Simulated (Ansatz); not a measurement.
Cost and result for the atomization energy of `OB1CC1(F)[SeH]` (10 atoms, 10 bonds).

```csv
atom,x (Å),y (Å),z (Å)
O1,0.465,-2.211,-0.495
B2,0.129,-0.933,-0.325
C3,-0.170,0.416,-0.977
C4,-0.392,0.230,0.537
F5,-1.675,0.370,0.999
Se6,0.959,0.964,1.677
H7,0.372,-2.749,0.298
H8,0.521,1.171,-1.335
H9,-1.114,0.403,-1.528
H10,0.905,2.339,1.148
```

Charge 0, multiplicity 1. Correlated methods include outer-core shells of Se, which these sets cover unevenly. Scalar relativity is left out up to krypton. All single points use the PBE0-D4/def2-TZVP geometry. It is one conformer, not always the lowest. Program: Ansatz. All runs use 4 threads of an Arm Neoverse N1 on a shared host. Times are those of one run each, without the atoms' runs, and a repeat can differ threefold. Electronic energies, without spin–orbit coupling; frozen cores. CCSD(T)/CBS adds CCSD(T) − MP2 in def2-TZVPP to the MP2 limit, and its time is that of the two runs behind it. T1 = 0.012. With those shells the extrapolation isn't a true limit. B3LYP takes the VWN-RPA correlation (the form of Gaussian; ORCA's B3LYP/G).

CCSD(T)/CBS is a level of theory with its own doubt, some kJ/mol a heavy atom from the limit and from the frozen cores, so smaller differences don't rank the functionals.

```json
{"level": "PBE-D4/def2-TZVPP (with forces)", "functions": "259", "wall time": "5.5 s", "atomization (kcal/mol)": "958.9", "difference from CCSD(T)/CBS": "39.5", "per bond": "3.9"}
{"level": "PBE0-D4/def2-TZVPP", "functions": "259", "wall time": "7 s", "atomization (kcal/mol)": "931.6", "difference from CCSD(T)/CBS": "12.2", "per bond": "1.2"}
{"level": "r2SCAN-D4/def2-TZVPP (with forces)", "functions": "259", "wall time": "11 s", "atomization (kcal/mol)": "931.2", "difference from CCSD(T)/CBS": "11.8", "per bond": "1.2"}
{"level": "B3LYP-D4/def2-TZVPP (with forces)", "functions": "259", "wall time": "11 s", "atomization (kcal/mol)": "919.9", "difference from CCSD(T)/CBS": "0.5", "per bond": "0.0"}
{"level": "B2PLYP/def2-TZVPP", "functions": "259", "wall time": "14 s", "atomization (kcal/mol)": "910.7", "difference from CCSD(T)/CBS": "-8.7", "per bond": "-0.9"}
{"level": "ωB97X-V/def2-TZVPP", "functions": "259", "wall time": "17 s", "atomization (kcal/mol)": "924.3", "difference from CCSD(T)/CBS": "4.9", "per bond": "0.5"}
{"level": "ωB97M-V/def2-TZVPP (with forces)", "functions": "259", "wall time": "25 s", "atomization (kcal/mol)": "924.9", "difference from CCSD(T)/CBS": "5.5", "per bond": "0.5"}
{"level": "MP2/def2-QZVPP", "functions": "494", "wall time": "54 s", "atomization (kcal/mol)": "938.8", "difference from CCSD(T)/CBS": "19.4", "per bond": "1.9"}
{"level": "CCSD(T)/def2-TZVPP", "functions": "259", "wall time": "11 min", "atomization (kcal/mol)": "893.2", "difference from CCSD(T)/CBS": "-26.2", "per bond": "-2.6"}
{"level": "CCSD(T)/CBS(def2)", "functions": "–", "wall time": "12 min", "atomization (kcal/mol)": "919.4", "difference from CCSD(T)/CBS": "0.0", "per bond": "0.0"}
```

In def2-TZVPP, CCSD(T) changes the Hartree–Fock value by +253.1 kcal/mol (the triples alone add +18.8 kcal/mol) and MP2 by +283.4 kcal/mol; breaking electron pairs costs correlation energy, which Hartree–Fock lacks. From PBE to PBE0 (25 % exact exchange), in def2-TZVPP and without D4, the atomization energy moves by −26.5 kcal/mol: exact exchange takes away binding that semilocal exchange gives to molecules. The D4 term adds +8.7 kcal/mol with B3LYP and +4.6 kcal/mol with PBE0; it sums over pairs of atoms, weighted by their polarisabilities, and B3LYP, whose exchange is more repulsive, gets the larger term.
